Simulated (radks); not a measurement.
Os41+, configuration [Ar] 3d10 4s2 4p5. All-electron calculation, non-relativistic Kohn-Sham, TPSS, spin-polarised, spherical densities, point nucleus; open shells are filled with parallel spins first (spin-orbit coupling, left out, can overturn this in heavy ions); meta-GGA in the generalised Kohn-Sham scheme; relativity is left out, which matters for an element this heavy. Program: a radial shooting solver on a logarithmic mesh with Libxc functionals.

Normalised radial functions P(r) = r R(r), r in bohr:

```
   r/bohr * 3p down, o 4p up (the largest magnitude, 2.49, reaches the edge; | marks zero, & curves that meet)
 0.001952                             &
 0.002481                             &
 0.003154                             &
 0.004009                             o*
 0.005138                             |&
 0.006531                             |o*
 0.008303                             |o *
  0.01056                             | o *
  0.01342                             |  o *
  0.01706                             |   o   *
  0.02169                             |     o   *
  0.02757                             |      o     *
  0.03505                             |        o     *
  0.04455                             |        o      *
  0.05664                             |      o      *
    0.072                             |  o    *
  0.09153                          o* |
   0.1164               *    o        |
   0.1479     *          o            |
    0.188  *                 o        |
    0.241       *                     | o
   0.3063               *             |             o
   0.3894                       *     |                   o
    0.495                           * |                o
   0.6293                             *        o
      0.8                             *  o
    1.017                             *o
    1.293                             &
```

3p down: eigenvalue -4191.8 eV, 1 radial node at r = 0.0869 bohr, <r> = 0.200 bohr, 90 % of the charge inside 0.296 bohr. 4p up: eigenvalue -2007.3 eV, 2 radial nodes at r = 0.0817, 0.234 bohr, <r> = 0.410 bohr, 90 % of the charge inside 0.583 bohr.
